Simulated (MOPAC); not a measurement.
MOPAC input (MNDO):

```
MNDO 1SCF CHARGE=-1 GEO-OK AUX(PRECISION=9) THREADS=1
H4BN2O

N    -1.19171300 1   -0.75422000 1    0.09006400 1
B    -0.00916100 1    0.18464700 1    0.02655500 1
N     1.25786900 1   -0.57920200 1   -0.28183400 1
O    -0.07269900 1    1.46529800 1    0.21073600 1
H    -2.06484000 1   -0.25215400 1    0.00284800 1
H    -1.17973100 1   -1.52116900 1   -0.57165800 1
H     1.32955400 1   -1.49864300 1    0.13735600 1
H     2.07931900 1   -0.03969200 1   -0.04482000 1
```

Output:

```
 *******************************************************************************
 **                                                                           **
 **                              MOPAC v23.2.5                                **
 **                                                                           **
 *******************************************************************************
 ** MOPAC's Digital Object Identifier: https://doi.org/10.5281/zenodo.6511958 **
 **                                                                           **
 ** Please cite the open-source release paper for use of this MOPAC version:  **
 ** J. E. Moussa and J. J. P. Stewart (2026)                                  **
 ** MOPAC: An open-source semiempirical molecular orbital program             **
 ** J. Open Source Softw., 11(119), 8025, https://doi.org/10.21105/joss.08025 **
 *******************************************************************************

                              MNDO CALCULATION RESULTS

 *******************************************************************************
 *  MNDO       - The MNDO Hamiltonian to be used
 *  GEO-OK     - OVERRIDE INTERATOMIC DISTANCE AND OTHER SAFETY CHECKS
 *
 *
 *
 *                 CHARGE ON SYSTEM = -1
 *
 *
 *
 *  1SCF       - DO 1 SCF AND THEN STOP
 *  AUX        - OUTPUT AUXILIARY INFORMATION
 *******************************************************************************
MNDO 1SCF CHARGE=-1 GEO-OK AUX(PRECISION=9) THREADS=1
 H4BN2O

   ATOM   CHEMICAL          X               Y               Z
  NUMBER   SYMBOL      (ANGSTROMS)     (ANGSTROMS)     (ANGSTROMS)

     1       N         -1.19171300  *  -0.75422000  *   0.09006400  *
     2       B         -0.00916100  *   0.18464700  *   0.02655500  *
     3       N          1.25786900  *  -0.57920200  *  -0.28183400  *
     4       O         -0.07269900  *   1.46529800  *   0.21073600  *
     5       H         -2.06484000  *  -0.25215400  *   0.00284800  *
     6       H         -1.17973100  *  -1.52116900  *  -0.57165800  *
     7       H          1.32955400  *  -1.49864300  *   0.13735600  *
     8       H          2.07931900  *  -0.03969200  *  -0.04482000  *

          CARTESIAN COORDINATES

    NO.       ATOM           X           Y           Z

     1         N         -1.1917     -0.7542      0.0901
     2         B         -0.0092      0.1846      0.0266
     3         N          1.2579     -0.5792     -0.2818
     4         O         -0.0727      1.4653      0.2107
     5         H         -2.0648     -0.2522      0.0028
     6         H         -1.1797     -1.5212     -0.5717
     7         H          1.3296     -1.4986      0.1374
     8         H          2.0793     -0.0397     -0.0448

  H: (MNDO): M.J.S. DEWAR, W. THIEL, J. AM. CHEM. SOC., 99, 4899, (1977)
  B: (MNDO): M.J.S. DEWAR, M.L. MCKEE, J. AM. CHEM. SOC., 99, 5231, (1977)
  N: (MNDO): M.J.S. DEWAR, W. THIEL, J. AM. CHEM. SOC., 99, 4899, (1977)
  O: (MNDO): M.J.S. DEWAR, W. THIEL, J. AM. CHEM. SOC., 99, 4899, (1977)

           Empirical Formula: H4 N2 O B  =     8 atoms

      MOLECULAR POINT GROUP   :   C2

      RHF CALCULATION, NO. OF DOUBLY OCCUPIED LEVELS = 12

 -------------------------------------------------------------------------------
 MNDO 1SCF CHARGE=-1 GEO-OK AUX(PRECISION=9) THREADS=1
 H4BN2O

     1SCF WAS SPECIFIED, SO BFGS WAS NOT USED
     SCF FIELD WAS ACHIEVED

                              MNDO CALCULATION
                                                       MOPAC v23.2.5 Linux

          FINAL HEAT OF FORMATION =       -115.73752 KCAL/MOL =    -484.24580 KJ/MOL

          COSMO AREA              =         93.86 SQUARE ANGSTROMS
          COSMO VOLUME            =         75.84 CUBIC ANGSTROMS

          IONIZATION POTENTIAL    =          3.376124 EV
          HOMO LUMO ENERGIES (EV) =         -3.376  8.857
          NO. OF FILLED LEVELS    =         12
          MOLECULAR WEIGHT        =         58.8544         POINT GROUP:  C2

          MOLECULAR DIMENSIONS (Angstroms)

            Atom       Atom       Distance
            H     8    H     5     4.14988
            O     4    H     7     3.03242
            H     6    O     4     0.73969

          SCF CALCULATIONS        =          1

   ATOM   CHEMICAL          X               Y               Z
  NUMBER   SYMBOL      (ANGSTROMS)     (ANGSTROMS)     (ANGSTROMS)

     1       N         -1.19171300  *  -0.75422000  *   0.09006400  *
     2       B         -0.00916100  *   0.18464700  *   0.02655500  *
     3       N          1.25786900  *  -0.57920200  *  -0.28183400  *
     4       O         -0.07269900  *   1.46529800  *   0.21073600  *
     5       H         -2.06484000  *  -0.25215400  *   0.00284800  *
     6       H         -1.17973100  *  -1.52116900  *  -0.57165800  *
     7       H          1.32955400  *  -1.49864300  *   0.13735600  *
     8       H          2.07931900  *  -0.03969200  *  -0.04482000  *

                             CARTESIAN COORDINATES

   1    N       -1.191713000    -0.754220000     0.090064000
   2    B       -0.009161000     0.184647000     0.026555000
   3    N        1.257869000    -0.579202000    -0.281834000
   4    O       -0.072699000     1.465298000     0.210736000
   5    H       -2.064840000    -0.252154000     0.002848000
   6    H       -1.179731000    -1.521169000    -0.571658000
   7    H        1.329554000    -1.498643000     0.137356000
   8    H        2.079319000    -0.039692000    -0.044820000

           Empirical Formula: H4 N2 O B  =     8 atoms

      MOLECULAR POINT GROUP   :   C2

                  EIGENVALUES
 -31.41389 -27.69809 -26.17943 -12.92461 -11.68232 -11.63347  -9.13383  -7.42155
  -6.93245  -4.64257  -4.06757  -3.37612   8.85667   9.19673  10.84844  11.16508
  11.50794  11.52718  13.99294  16.23862

              NET ATOMIC CHARGES AND DIPOLE CONTRIBUTIONS

  ATOM NO.   TYPE          CHARGE      No. of ELECS.   s-Pop       p-Pop
    1          N          -0.328369        5.3284     1.57545     3.75291
    2          B          -0.065411        3.0654     1.10409     1.96132
    3          N          -0.328369        5.3284     1.57545     3.75291
    4          O          -0.542224        6.5422     1.86749     4.67473
    5          H           0.068315        0.9317     0.93168
    6          H           0.063871        0.9361     0.93613
    7          H           0.063871        0.9361     0.93613
    8          H           0.068315        0.9317     0.93168
 DIPOLE           X         Y         Z       TOTAL
 POINT-CHG.     0.125    -2.514    -0.362     2.543
 HYBRID         0.022    -0.443    -0.064     0.448
 SUM            0.147    -2.957    -0.425     2.991

          ATOMIC ORBITAL ELECTRON POPULATIONS

     Atom    s        px        py        pz
    1  N   1.57545   1.07413   1.15602   1.52276
    2  B   1.10409   0.68244   0.71470   0.56418
    3  N   1.57545   1.08806   1.02279   1.64207
    4  O   1.86749   1.86372   1.25266   1.55835
    5  H   0.93168
    6  H   0.93613
    7  H   0.93613
    8  H   0.93168

 **********************
 *                    *
 * JOB ENDED NORMALLY *
 *                    *
 **********************

 == MOPAC DONE ==
```

The dipole moment of an ion depends on the origin.

The geometry given is a B3LYP-D3(BJ)/def2-TZVP minimum.
